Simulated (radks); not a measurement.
Results of a calculation; reference values are marked as such.
Problem. Species: Pd2+. Configuration: [Ar] 3d10 4s2 4p5 4d8 5s1 (not the ground configuration). Level of theory: Dirac Kohn-Sham, PBE, spin-unpolarised, spherical densities, point nucleus; open shells are shared between the two j in proportion to 2j + 1 (a radial shooting solver on a logarithmic mesh with Libxc functionals). Some entries of the table are withheld. Estimate them.

orbital     occ.  eigenvalue (hartree)  r(max) (bohr)
1s1/2          2             -888.8701        0.02065
2s1/2          2             -130.8018         0.1169
2p1/2          2             -121.4170        0.09051
2p3/2          4             -115.5581        0.09467
3s1/2          2             -24.58975         0.3419
3p1/2          2             -20.88539            (1)
3p3/2          4             -19.86377            (2)
3d3/2          4             -13.30597            (3)
3d5/2          6             -13.10221            (4)
4s1/2          2              -4.29267            (5)
4p1/2    1.66667              -3.13332            (6)
4p3/2    3.33333              -2.96308            (7)
4d3/2        3.2              -1.19477            (8)
4d5/2        4.8              -1.17350            (9)
5s1/2          1              -0.81374          2.208
5p1/2          0                  (10)          2.577
5p3/2          0                  (11)          2.650

Solution. 
(1) 3p1/2 r(max) (bohr): 0.3285
(2) 3p3/2 r(max) (bohr): 0.3382
(3) 3d3/2 r(max) (bohr): 0.2807
(4) 3d5/2 r(max) (bohr): 0.2835
(5) 4s1/2 r(max) (bohr): 0.8481
(6) 4p1/2 r(max) (bohr): 0.8873
(7) 4p3/2 r(max) (bohr): 0.9113
(8) 4d3/2 r(max) (bohr): 1.047
(9) 4d5/2 r(max) (bohr): 1.057
(10) 5p1/2 eigenvalue (hartree): -0.58106
(11) 5p3/2 eigenvalue (hartree): -0.56377
